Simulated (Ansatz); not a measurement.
Z-matrix (Å, degrees):
```
In
S 1 2.569
In 1 3.538 2 46.5
S 1 2.569 2 92.8 3 4.3
F 1 1.956 2 98.4 3 103.2
H 1 1.696 2 117.0 3 -118.1
H 2 1.348 1 90.2 3 -90.2
F 3 1.956 1 105.3 2 87.0
H 3 1.696 1 128.1 2 -93.0
H 4 1.348 1 90.2 2 85.9
```

The species carries charge 0 and has multiplicity 1. In: def2 effective core potential.

List the r2SCAN/def2-TZVPP orbital energies in eV (the Gaussian-basis code of Ansatz). (An estimate is asked.)

The calculation gave: Occupied: -2410.10, -2410.10, -664.36, -664.36, -214.54, -214.54, -158.59, -158.59, -158.49, -158.49, -158.47, -158.47, -126.17, -126.17, -82.78, -82.78, -82.72, -82.72, -82.60, -82.60, -28.79, -28.78, -20.69, -20.36, -20.14, -20.11, -20.09, -20.05, -19.98, -19.96, -19.94, -19.81, -19.26, -18.77, -12.02, -11.59, -11.08, -10.71, -9.27, -9.12, -9.10, -8.93, -8.80, -8.73, -8.19, -8.11, -7.71, -7.58. Lowest empty: -1.91, -1.73, -1.25, -1.16, -0.36, -0.32, -0.22, 0.19.
